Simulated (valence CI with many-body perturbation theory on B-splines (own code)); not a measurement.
Ge11+: what the settings do

Computed by configuration interaction combined with many-body perturbation theory (CI+MBPT): three valence electrons over a frozen Dirac-Fock core [Ar], a basis of 6 s, 6 p, 5 d, 5 f, 1 g functions for each j, with the one-electron correlation potential Σ1 (screened to all orders), the two-electron term Σ2, the three-electron term Σ3, Breit, model QED; selected single and double excitations, second order for the rest, scaled by the run's own slope (own B-spline code, finite nucleus).

No measured spectrum was set against this ion. As an estimate, terms of the open shell hold to 2 to 4 % of their energy, and close levels can change places. Only levels of the ground parity were solved; by the run's estimate the other parity begins above the list, which can be wrong where configurations are misplaced.

The reference run has the lowest level 3d³ ⁴F_3/2 and an ionisation energy of 326.316 eV. Its largest variational space holds 2335 state functions.

Names give the largest LS component (configuration and term), which can be under half, so a name can repeat, a term be missing and a line seem to break the LS rules; names also repeat where a configuration has a term twice. Letters in brackets count levels of one name in rising energy.

| Level | Reference (cm⁻¹) | Shift (cm⁻¹) |
| --- | --- | --- |
| 3d³ ⁴F_5/2 | 2572 | -81 |
| 3d³ ⁴F_7/2 | 5727 | -172 |
| 3d³ ⁴F_9/2 | 9217 | -263 |
| 3d³ ⁴P_1/2 | 33731 | -235 |
| 3d³ ⁴P_3/2 | 33808 | -207 |
| 3d³ ²G_7/2 | 37308 | -307 |
| 3d³ ⁴P_5/2 | 37910 | -357 |
| 3d³ ²G_9/2 | 39580 | -343 |
| 3d³ ²D_3/2 [a] | 46861 | -331 |
| 3d³ ²P_1/2 | 48921 | -388 |
| 3d³ ²H_9/2 | 51880 | -475 |
| 3d³ ²H_11/2 | 52800 | -459 |

The ionisation energy moves by -2.423 eV.

(1) Which of these changes was made?
A. size limit of the variational space 10000 → 3000; second order for the rest on → off
B. scale of Σ1 1 → 0
C. hole-hole ladder in Σ2 on → off; shift of the energy in Σ1 (hartree) 0 → 1.089

Results:

(1) B. scale of Σ1 1 → 0.
